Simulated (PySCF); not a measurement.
C3H11PSSi2.
Geometry (GFN2-xTB, Å), atoms numbered from 1 in this order:
```xyz
18
C3H11PSSi2 angstrom
Si     1.518    1.650    0.232
Si     0.814   -0.398   -0.657
P      1.738   -2.268    0.189
C     -1.070   -0.661   -0.411
C     -1.866    0.529   -0.943
S     -1.947    1.286    0.721
C     -1.486   -0.455    1.045
H      1.282    1.725    1.676
H      0.851    2.778   -0.415
H      2.964    1.803    0.025
H      0.991   -0.536   -2.119
H      3.018   -1.908   -0.182
H      1.911   -1.771    1.467
H     -1.396   -1.621   -0.821
H     -1.376    1.159   -1.682
H     -2.872    0.280   -1.281
H     -2.370   -1.020    1.341
H     -0.713   -0.566    1.803
```

Theory: TDDFT CAM-B3LYP/def2-SVPD, vertical, gas phase, core orbitals frozen in the response in PySCF 2.14.0, density-fitted response routines.

Ground-to-excited transition dipoles (e·a0, same axes as the geometry; the sign carries no meaning), for the states with f of 0.002 or more among the lowest 8:

```
state  E (hartree)      μx      μy      μz
   S2       0.2190   0.413  -0.335  -0.068
   S3       0.2217  -0.564   0.206   0.129
   S4       0.2318   0.065  -0.440   0.049
   S5       0.2371   0.261  -0.203  -0.039
   S6       0.2414  -0.167   0.304  -0.151
   S7       0.2423   0.269  -0.989   0.059
   S8       0.2475  -0.207  -0.040   0.208
```

Q: Work out the oscillator strengths.

A: f = (2/3) ΔE |μ|² with ΔE in hartree (27.2114 eV).

```json
{"state": "S2", "|μ|² (au)": "0.287", "|μ| (D)": "1.36", "f": "0.042"}
{"state": "S3", "|μ|² (au)": "0.377", "|μ| (D)": "1.56", "f": "0.056"}
{"state": "S4", "|μ|² (au)": "0.201", "|μ| (D)": "1.14", "f": "0.031"}
{"state": "S5", "|μ|² (au)": "0.111", "|μ| (D)": "0.85", "f": "0.018"}
{"state": "S6", "|μ|² (au)": "0.143", "|μ| (D)": "0.96", "f": "0.023"}
{"state": "S7", "|μ|² (au)": "1.053", "|μ| (D)": "2.61", "f": "0.170"}
{"state": "S8", "|μ|² (au)": "0.087", "|μ| (D)": "0.75", "f": "0.014"}
```

Q: Which bond between heavy atoms lies closest to the direction of the S7 transition dipole?

A: S6–C7, at 7° from it; next Si2–P3 at 22°.

Q: What angle do the transition dipoles of S5 and S6 make?

A: |cos θ| = |μa·μb| / (|μa| |μb|) = 0.79, so θ ≈ 38° (taken between 0 and 90°, since the signs are arbitrary).

Q: What peak molar absorption coefficient would the strongest computed level give as a lone Gaussian band 0.5 eV wide at half height?

A: ε(max) = 2.175×10⁸ f / FWHM, with the width in cm⁻¹. S7: 2.175×10⁸ × 0.1701 / 4033 ≈ 9200 L mol⁻¹ cm⁻¹.

One conformer stands for the species.
